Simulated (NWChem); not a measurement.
CH₆OSi₂, singlet; SMILES O([Si][SiH3])C

```xyz
10

Si     0.8311    -0.1687     0.5651
O     -0.4032    -1.0743    -0.1167
C     -0.4018    -2.4999    -0.1579
H     -1.2879    -2.8689     0.3689
H     -0.4534    -2.8226    -1.2029
H      0.4988    -2.9230     0.3078
Si    -0.2511     1.9522     0.0532
H      0.5534     3.1241     0.5140
H     -1.5904     2.0502     0.7094
H     -0.4628     2.1124    -1.4176
```
Atoms are numbered in this order, from 1.

Results from NWChem. Pople sets run with spherical d functions. Low-valent species are run as closed-shell singlets; no triplet was tried in these runs. All runs use the structure optimised with B3LYP/6-31G* (spherical d). Level: B3LYP/6-31G* with SMD (1 M gas to 1 M solution), gas-phase geometry. Reactions with the solvent are ignored.

For solvent water:

- solvation free energy (kcal/mol): -0.2
- cavity-dispersion-structure term (kcal/mol): 3.3
- dipole in solution (D): 2.69

Question: Estimate the same quantities for solvent toluene.

Answer: 
| Item | Result |
|---|---|
| solvation free energy (kcal/mol) | -2.4 |
| cavity-dispersion-structure term (kcal/mol) | -0.9 |
| dipole in solution (D) | 2.44 |
